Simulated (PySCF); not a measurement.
# Correlation energy of Ta (tantalum, neutral)

[Xe] 4f14 5d5, high-spin 6S determinant (an excited configuration). Computed with PySCF 2.14 in def2-QZVPPD with the def2 core potential (60 electrons) (7s6p4d3f2g, 84 functions), with scalar relativity through the core potential. Frozen: nothing; 13 electrons correlated.

```json
{"level": "CCSD", "correlation energy (mhartree)": "-321.55"}
{"level": "(T)", "correlation energy (mhartree)": "-10.94"}
{"level": "CCSD(T)", "correlation energy (mhartree)": "-332.49"}
```

Diagnostics: T1 = 0.0053, D1 = 0.0090, largest double amplitude 0.032.

**Question.** Is a single reference adequate?

**Answer.** Yes, within this model without spin-orbit coupling: T1 lies below 0.03 and no double amplitude reaches 0.07.

The basis has no tight functions for the innermost shells, so their pair energies are far from complete.

This basis was not built for core-valence correlation, so the inner-shell part is incomplete.
